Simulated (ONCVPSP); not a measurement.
**What one change does to a pseudopotential (Tc, ONCV)**

technetium, optimised norm-conserving Vanderbilt (ONCV), made with ONCVPSP 4.0.1 (PBE, scalar-relativistic). Core [Ar] 3d10, reference 4s2 4p6 4d5 5s2. Waves: 4s+5s: rc 1.75 bohr, ncon 4, nbas 9, qcut 7.8 1/bohr, 2 projectors; 4p: rc 1.45 bohr, ncon 3, nbas 7, qcut 7.5 1/bohr, 1 projector; 4d: rc 2.05 bohr, ncon 3, nbas 8, qcut 8.4 1/bohr, 2 projectors, debl 1.5 Ha. Local part: polynomial inside 1.20 bohr (lpopt 5, dvloc0 0 Ha). Core correction: Teter function fitted to the true core (icmod 2), fcfact 0.4.

Change: core correction Teter function fitted to the true core (icmod 2), fcfact 1.04.

Cutoffs: the cutoffs (Ha) at which the residual kinetic energy of the hardest occupied pseudo-wave falls to 1 and 0.1 mHa per electron; they do not see the model core or the augmentation charge, which bear on the density cutoff. Errors are all-electron minus pseudo energies relative to the spin-unpolarised reference configuration.

Question: How do hardness, ghosts and transferability respond?

Answer: The potential gets neither clearly harder nor softer (20 Ha and 25 Ha → 20 Ha and 25 Ha); the errors of the 4 common tests hardly move; neither file shows a bound ghost. A model core, the more so a compact one, raises the density cutoff, which this test does not measure.

| quantity | base | changed |
| --- | --- | --- |
| cutoff, loose | 20 Ha | 20 Ha |
| cutoff, tight | 25 Ha | 25 Ha |
| bound ghosts | none | none |
| GHOST(+) flags under 300 eV | s at 191.3 eV | s at 191.3 eV |
| error for 4s2 4p6 4d5 5s1, meV [ΔE 8.15 eV] | +0.9 | +0.8 |
| error for 4s2 4p6 4d5 5s0, meV [ΔE 23.01 eV] | -4.2 | -4.4 |
| error for 4s2 4p6 4d4 5s0, meV [ΔE 51.71 eV] | -4.0 | -4.0 |
| error for 4s2 4p6 4d5 5s0 5p1, meV [ΔE 12.74 eV] | +87 | +87 |
| s: phases at 1.77 bohr within 0.05 rad from the reference energy up to (Ha; the scan ends near 5) | to the end of the scan | to the end of the scan |
| p: phases at 1.47 bohr within 0.05 rad from the reference energy up to (Ha; the scan ends near 5) | 1.4 | 1.4 |
| d: phases at 2.08 bohr within 0.05 rad from the reference energy up to (Ha; the scan ends near 5) | to the end of the scan | to the end of the scan |
| rms error of d²Exc/dni dnj with the model core, mHa | 1.00 | 0.93 |
